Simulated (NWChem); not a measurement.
System: AlSiH3Cl2; SMILES [Al]([Cl])([Cl])[SiH3]

The following NWChem deck was run.

```
start job
memory heap 200 mb stack 900 mb global 1100 mb
geometry units angstroms noautoz
  Al    -0.003785     0.066917     0.006776
  Cl    -1.790371     1.196124    -0.013568
  Cl     1.799513     1.169743    -0.014848
  Si    -0.009267    -2.377439     0.016979
  H      1.097051    -2.896537     0.866244
  H      0.189461    -2.878780    -1.371850
  H     -1.303536    -2.901843     0.529661
end
basis spherical
  Al library aug-cc-pvdz
  Cl library aug-cc-pvdz
  Si library aug-cc-pvdz
  H library aug-cc-pvdz
end
dft
  xc xtpss03 ctpss03
  iterations 150
  mulliken
end
task dft energy
```

Structure relaxed at the B3LYP/6-31G* (spherical d) level.

Question: Give the results of this calculation. (TPSS/aug-cc-pVDZ.) Quantities: basis functions; energy (Ha); highest occupied level (eV); orbital gap (eV); dipole (D).

Answer: 
| Quantity | Result |
|---|---|
| number of basis functions | 135 |
| energy (Ha) | -1454.36 |
| highest occupied level (eV) | -7.40 |
| orbital gap (eV) | 4.81 |
| dipole (D) | 1.65 |
